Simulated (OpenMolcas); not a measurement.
Computed levels of 5d2 in ions with 70 electrons, in cm-1 above 3F2.

| Quantity | Value |
| --- | --- |
| Program | OpenMolcas 26.06 |
| Method | SS-CASPT2, IPEA 0.25 Eh, imaginary shift 0.1 Eh |
| Basis | ANO-RCC-VTZP |
| Scalar Hamiltonian | DKH2, point nucleus |
| Spin-orbit coupling | state interaction with AMFI integrals over the reference wave functions, term energies averaged over their components |

Active space for each ion: 2 electrons in 10 orbitals (5d 6d); closed shells correlated by CASPT2: 5s 5p.

```json
{"Level": "3F3", "W4+": "6500", "Re5+": "8360", "Ir7+": "13130"}
{"Level": "3F4", "W4+": "11940", "Re5+": "15010", "Ir7+": "22390"}
{"Level": "3P0", "W4+": "13590", "Re5+": "14990", "Ir7+": "18050"}
{"Level": "3P1", "W4+": "17190", "Re5+": "19820", "Ir7+": "26270"}
{"Level": "3P2", "W4+": "23380", "Re5+": "28190", "Ir7+": "39990"}
{"Level": "1G4", "W4+": "23420", "Re5+": "27520", "Ir7+": "37560"}
{"Level": "1S0", "W4+": "44470", "Re5+": "51480", "Ir7+": "66450"}
```

**Question.** Estimate 3F4, 3P0, 3P1 for Os6+ from its neighbours Re5+ and Ir7+.

**Answer.** 3F4 is fine structure, which grows about as the fourth power of a screened charge, so the fourth roots are averaged: ((15010^0.25 + 22390^0.25) / 2)^4 = 18424. The calculation gives 18610, so the estimate is off by -1.0 %.
3P0 is another term, which grows about linearly with the charge: (14990 + 18050) / 2 = 16520. The calculation gives 16560, so the estimate is off by -0.2 %; the measured value is 15837 (van het Hof, Joshi, Wyart and Sugar, J. Res. Natl. Inst. Stand. Technol. 100, 687 (1995)).
3P1 is another term, which grows about linearly with the charge: (19820 + 26270) / 2 = 23045. The calculation gives 23020, so the estimate is off by +0.1 %; the measured value is 22098 (van het Hof, Joshi, Wyart and Sugar, J. Res. Natl. Inst. Stand. Technol. 100, 687 (1995)).

Mixed levels, with the weight of the term that names them: W4+ 3P2 (68 %), Re5+ 3P2 (63 %), Os6+ 3P2 (60 %), Ir7+ 3P2 (57 %).

CASPT2 breaks the degeneracy within a term, and the mean is taken; among the terms shown or strongly mixed into the levels shown the widest spread is 570 cm-1 (5d2 1G, W4+). Active for correlation alone: 6d; no level in the range computed is led by a configuration that fills it, so any true level of that kind is missing. Computed and measured levels are paired by configuration, term and J; levels that our copy of the source lacks, or whose pairing is in doubt (as where it misses far off the trend of its configuration), stay unpaired and out of the deviations. Only configurations of the active space appear.
